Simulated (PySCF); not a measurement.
# [VH6]-: from structure and modes to constants

All numbers come from PySCF, PBE0, basis V def2-TZVPD, H def2-TZVPD (no relativity, density fitting).

The singlet minimum has C3v symmetry. Masses (u): V 50.94396, H 1.00782.

```xyz
7
charge -1 multiplicity 1, angstrom
V     0.0214    0.0191   -0.0219
H    -0.0148   -0.6667    1.4307
H     0.2885   -0.8261   -1.4670
H     1.5166    0.3077    0.7231
H    -0.6992    1.5091   -0.3891
H    -1.3924    0.0803    0.7393
H    -0.7783   -1.3715    0.0691
```

Harmonic wavenumbers (cm⁻¹): 453.9 (e, ×2), 586.3 (a1, ×1), 604.0 (e, ×2), 615.3 (e, ×2), 625.5 (a2, ×1), 963.8 (a1, ×1), 1580.8 (e, ×2), 1645.7 (a1, ×1), 1785.8 (e, ×2), 1856.4 (a1, ×1).

**Question.** Find the principal moments of inertia and the rotational constants. What kind of rotor is it?

**Answer.** About the centre of mass I = 10.606, 11.118, 11.118 u Å². With B = 16.8576/I this gives 1.589, 1.516, 1.516 cm⁻¹. The molecule is a prolate symmetric top.

**Question.** Find the vibrational entropy and heat capacity at 298.15 K.

**Answer.** With u = 1.43878 ω/T, each mode gives S = R[u/(eᵘ−1) − ln(1−e⁻ᵘ)] and C = R u² eᵘ/(eᵘ−1)².
| ω (cm⁻¹) | u | S (J/(mol K)) | C (J/(mol K)) |
| --- | --- | --- | --- |
| 453.9 (×2) | 2.190 | 3.28 | 5.66 |
| 586.3 | 2.829 | 1.98 | 4.44 |
| 604.0 (×2) | 2.915 | 1.85 | 4.28 |
| 615.3 (×2) | 2.969 | 1.77 | 4.18 |
| 625.5 | 3.019 | 1.71 | 4.09 |
| 963.8 | 4.651 | 0.45 | 1.75 |
| 1580.8 (×2) | 7.628 | 0.03 | 0.24 |
| 1645.7 | 7.941 | 0.03 | 0.19 |
| 1785.8 (×2) | 8.618 | 0.01 | 0.11 |
| 1856.4 | 8.959 | 0.01 | 0.09 |
The sums over all modes are S = 18.1 and C = 39.5 J/(mol K); the softest mode gives 18 % of the entropy (each member, where degenerate).

**Question.** Give the standard entropy (298.15 K, 1 bar) by its translational, rotational, vibrational and spin parts, and Cp.

**Answer.** Sackur–Tetrode with M = 56.99 u gives 159.3; rotation with symmetry number 3 gives 69.2; vibration 18.1; spin R ln 1 = 0.0. The total is 246.6 J/(mol K), and Cp = 4 R + 39.5 = 72.8 J/(mol K).

Stability towards spin polarisation was not tested. Only a few start shapes were tried, so a lower isomer may exist. The lowest empty level of this anion is unbound, so it and the gap depend on the basis.
